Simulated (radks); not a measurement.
Results of a calculation; reference values are marked as such.
Charge is removed step by step from the 4d5/2 level of Sb, starting from [Kr] 4d(3/2: 4, 5/2: 6) 5s2 5p3. Code: a radial shooting solver on a logarithmic mesh with Libxc functionals. Model: Dirac Kohn-Sham, PBEsol, spin-unpolarised, spherical densities, finite nucleus; open shells fill j = l - 1/2 first; Fermi nuclear charge, rms radius 4.6802 fm.

| removed (e) | E - E(0) (eV) | eigenvalue (eV) | E minus straight line (eV) |
|---|---|---|---|
| 0 | 0.000 | -32.658 | 0.000 |
| 0.1 | 3.334 | -34.034 | -0.653 |
| 0.2 | 6.808 | -35.435 | -1.167 |
| 0.3 | 10.422 | -36.861 | -1.540 |
| 0.4 | 14.181 | -38.311 | -1.769 |
| 0.5 | 18.085 | -39.784 | -1.852 |
| 0.6 | 22.138 | -41.278 | -1.786 |
| 0.7 | 26.342 | -42.793 | -1.570 |
| 0.8 | 30.697 | -44.328 | -1.202 |
| 0.9 | 35.208 | -45.882 | -0.679 |
| 1 | 39.874 | -47.454 | 0.000 |

Removing the whole electron costs 39.874 eV by Delta-SCF, against 32.658 eV from minus the eigenvalue at the starting occupation. Slater's transition state (half an electron removed) gives 39.784 eV. Integrating minus the eigenvalue over the occupation (Janak's theorem) gives 39.874 eV. The mean slope of the eigenvalue, de/dn, is 14.8 eV per electron.
